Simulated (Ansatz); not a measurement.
One geometry of the cluster In9P8⁺, several levels of theory.

```yaml
crystal:
  periodic: [false, false, false]
  atoms:
    - {symbol: In, position_ang: [-3.041867, 0.453109, -1.186580]}
    - {symbol: In, position_ang: [-3.260369, 2.264944, 3.267942]}
    - {symbol: In, position_ang: [4.710648, 1.418516, 2.370454]}
    - {symbol: In, position_ang: [2.742896, -1.612642, -1.542214]}
    - {symbol: In, position_ang: [-1.439697, 1.955938, -3.825549]}
    - {symbol: In, position_ang: [1.005951, -1.899378, 1.759341]}
    - {symbol: In, position_ang: [-0.556587, 0.843788, 1.127829]}
    - {symbol: In, position_ang: [-2.303205, -3.132538, -1.478047]}
    - {symbol: In, position_ang: [-2.136115, -2.447507, 2.012882]}
    - {symbol: P, position_ang: [3.176159, -0.486123, 1.048643]}
    - {symbol: P, position_ang: [-0.441980, -0.908977, -0.879572]}
    - {symbol: P, position_ang: [1.892993, 2.038519, -1.090468]}
    - {symbol: P, position_ang: [0.676742, 0.511635, -2.274327]}
    - {symbol: P, position_ang: [-0.323216, 2.320348, -1.226802]}
    - {symbol: P, position_ang: [-3.029797, 0.240203, 1.530719]}
    - {symbol: P, position_ang: [0.287498, -2.964969, -0.684943]}
    - {symbol: P, position_ang: [2.039946, 1.405123, 1.070702]}
basis:
  gaussian: {orbitals: def2-TZVP, fitting: {mean_field: def2-universal-jkfit}, initial_orbitals: start.molden}
total_charge: 1
hamiltonian: {xc: pbe, dispersion: d4}
scf: {omitted_lower_state_checks: [starts]}
output: {forces: true, orbitals: {seedname: orbitals}}
```

The file start.molden holds the orbitals of an earlier run on this structure, at another level or in another basis.

```sh
$ ansatz run in.yaml --threads 2 --pin off --events-out ev --progress --plain --max-ram 32768MiB --backend cuda --devices 0, --max-vram 18GiB
```

Output, abridged:

```
Functional definition: PBE
2986 factors; integrals over basis functions are off by at most 4.6e-1 eV
mean field evaluation 1: about -120853.4382 eV, gradient 2.2e1 eV
mean field evaluation 2: about -120853.9759 eV, gradient 7.3e-1 eV
mean field evaluation 4: about -120853.9887 eV, gradient 7.8e-2 eV
mean field evaluation 8: about -120853.9887 eV, gradient 1.9e-5 eV
mean field -120853.98872975 eV, -4441.3021680427 hartree, gradient 1.9e-5 eV, S^2 0.000000; 0 other end points of the search recorded, 0 dependent functions left out
reference -120853.98881863 eV, -4441.3021713088 hartree; 154, 154 occupied and 592, 592 virtual orbitals, 2986 factors
Total energy: -120856.50713959 eV, -4441.3947178971 hartree
Atom 0 at    -3.041867     0.453109    -1.186580 Å, force     0.077652    -0.010077     0.133536 eV/Å
Atom 1 at    -3.260369     2.264944     3.267942 Å, force     0.025289    -0.120923    -0.110452 eV/Å
Atom 2 at     4.710648     1.418516     2.370454 Å, force    -0.135254    -0.079531    -0.082686 eV/Å
Atom 3 at     2.742896    -1.612642    -1.542214 Å, force    -0.096394     0.037626     0.106557 eV/Å
Atom 4 at    -1.439697     1.955938    -3.825549 Å, force     0.061517    -0.029681     0.118095 eV/Å
Atom 5 at     1.005951    -1.899378     1.759341 Å, force     0.033296     0.039230    -0.158548 eV/Å
Atom 6 at    -0.556587     0.843788     1.127829 Å, force    -0.012668    -0.035640    -0.105884 eV/Å
Atom 7 at    -2.303205    -3.132538    -1.478047 Å, force     0.148250     0.058878     0.046870 eV/Å
Atom 8 at    -2.136115    -2.447507     2.012882 Å, force     0.004446     0.069482    -0.005466 eV/Å
Atom 9 at     3.176159    -0.486123     1.048643 Å, force    -0.135503     0.219837     0.039019 eV/Å
Atom 10 at    -0.441980    -0.908977    -0.879572 Å, force     0.154242    -0.108471    -0.066572 eV/Å
Atom 11 at     1.892993     2.038519    -1.090468 Å, force    -0.303057    -0.184149     0.097191 eV/Å
Atom 12 at     0.676742     0.511635    -2.274327 Å, force    -0.128043     0.207480     0.276953 eV/Å
Atom 13 at    -0.323216     2.320348    -1.226802 Å, force     0.257836    -0.226651    -0.136620 eV/Å
Atom 14 at    -3.029797     0.240203     1.530719 Å, force     0.106482     0.089365    -0.009860 eV/Å
Atom 15 at     0.287498    -2.964969    -0.684943 Å, force    -0.138378     0.253849     0.005708 eV/Å
Atom 16 at     2.039946     1.405123     1.070702 Å, force     0.080287    -0.180627    -0.147842 eV/Å
Dipole moment:    -0.244399     0.326399     0.220364 e Å
Checks for a lower state left out: starts
```

Run time 9.5 s (2 threads of AMD EPYC 7R13 on a shared host and a share (18 GiB) of an NVIDIA H100 80GB HBM3), peak host memory 1.2 GiB.

Geometry: PBE-D4/def2-SVP.

In the def2 sets In takes a core potential; there is no spin–orbit coupling. Single mean-field runs in def2-TZVP are fitted with def2-universal-jkfit. Another isomer (singlet) lies 1.03 eV lower at PBE0-D4/def2-TZVP; other spin states weren't run for this one.
